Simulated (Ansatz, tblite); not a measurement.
Removing an electron: the cluster Ag4⁻ (the lowest doublet isomer of a short search). Total charge -1; doublet. Geometry: r2SCAN-D4/def2-SVPD. Ansatz, gas phase; energy differences of separate SCF runs; the oxidised species is a singlet (the triplet lies 0.64 eV higher at PBE0-D4/def2-TZVPD).

```xyz
4

Ag   -0.347    1.026    0.849
Ag   -2.198   -0.150   -0.718
Ag    0.346   -1.029   -0.845
Ag    2.199    0.153    0.714
```

In the def2 sets Ag takes a core potential; there is no spin–orbit coupling. The xTB rows come from tblite. The structure comes from a short search, and lower isomers may exist.

| level | −HOMO (eV) | vertical IE (eV) | −LUMO (eV) | HOMO–LUMO gap (eV) | remarks |
| --- | --- | --- | --- | --- | --- |
| GFN1-xTB | – | 4.37 | – | – | – |
| GFN2-xTB | – | 5.92 | – | – | – |
| PBE-D4/def2-TZVPD | -0.24 | 1.74 | -0.71 | 0.47 | HOMO above zero (-1 doublet) |
| r2SCAN-D4/def2-TZVPD | -0.04 | 1.73 | -0.93 | 0.89 | HOMO above zero (-1 doublet) |
| PBE0-D4/def2-TZVPD | 0.18 | 1.54 | -1.50 | 1.68 | – |

  A HOMO above zero means that the electron is unbound at that level or that self-interaction error raises the level; the energy of removing that electron tells which. HOMO and LUMO are the levels of the spin that leaves or enters (xTB has no such levels and no spin-polarisation term). Other spin states of the ions may lie lower, which would lower the ionisation energy or raise the affinity. Raw xTB energy differences between charge states are shifted by several eV; the methods need an empirical correction for them.
